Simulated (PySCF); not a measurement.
Two species compared at the same levels of theory.

First species: C4H9O2P.
SMILES: `CC(=O)C[P@H](C)=O`

Second species: epichlorohydrin, C3H5ClO.
SMILES: `ClC[C@@H]1CO1`

Levels: PBE0/def2-SVPD for dipole moment, HOMO energy, LUMO energy, HOMO–LUMO gap, static isotropic polarisability and electronic spatial extent ⟨r²⟩ about the centre of nuclear charge; TDDFT PBE0/def2-SVPD for lowest singlet excitation; TDA PBE0/def2-SVPD for lowest triplet excitation (Tamm–Dancoff); GFN2-xTB for rotational constant A and rotational constant C. Geometries: GFN2-xTB. All species are isolated and taken at one optimised geometry, non-relativistic unless stated; the electronic structure was computed with PySCF and density fitting.

Dipoles, sizes and rotational constants follow the conformer. The torsions of the flexible species, by atom-mapped SMILES:
- `[CH3:1][C:2](=[O:3])[CH2:4][P@H:5]([CH3:6])=[O:7]`: C1–C2–C4–P5 91°, C2–C4–P5–C6 69°
- `[Cl:1][CH2:2][C@@H:3]1[CH2:4][O:5]1`: Cl1–C2–C3–C4 -86°

Values for the first species:

* Dipole moment: 3.19 D
* HOMO energy: -7.58 eV
* LUMO energy: -0.94 eV
* HOMO–LUMO gap: 6.64 eV
* Lowest singlet excitation: 4.43 eV
* Lowest triplet excitation (Tamm–Dancoff): 3.85 eV
* Static isotropic polarisability: 76.3 au
* Electronic spatial extent ⟨r²⟩ about the centre of nuclear charge: 936 bohr²
* Rotational constant A: 3.209 GHz
* Rotational constant C: 1.421 GHz

Estimate the same properties for the second species, and the change in each.

| property | first | second | second less first |
| --- | --- | --- | --- |
| dipole moment | 3.19 D | 0.40 D | -2.79 D |
| HOMO energy | -7.58 eV | -8.27 eV | -0.69 eV |
| LUMO energy | -0.94 eV | 0.30 eV | +1.24 eV |
| HOMO–LUMO gap | 6.64 eV | 8.57 eV | +1.93 eV |
| lowest singlet excitation | 4.43 eV | 7.15 eV | +2.72 eV |
| lowest triplet excitation (Tamm–Dancoff) | 3.85 eV | 6.55 eV | +2.70 eV |
| static isotropic polarisability | 76.3 au | 52.6 au | -23.7 au |
| electronic spatial extent ⟨r²⟩ about the centre of nuclear charge | 936 bohr² | 601 bohr² | -335 bohr² |
| rotational constant A | 3.209 GHz | 12.910 GHz | +9.701 GHz |
| rotational constant C | 1.421 GHz | 1.931 GHz | +0.510 GHz |

On the first: The dipole matches unit charges of opposite sign 0.66 Å apart (1 e·Å = 4.8032 D).

On the second: S1 lies 1.42 eV below the HOMO–LUMO gap; its leading configuration is HOMO→LUMO, weight 0.87. The dipole equals about 1.3 × 10⁻³⁰ C·m (1 D = 3.33564 × 10⁻³⁰ C·m).
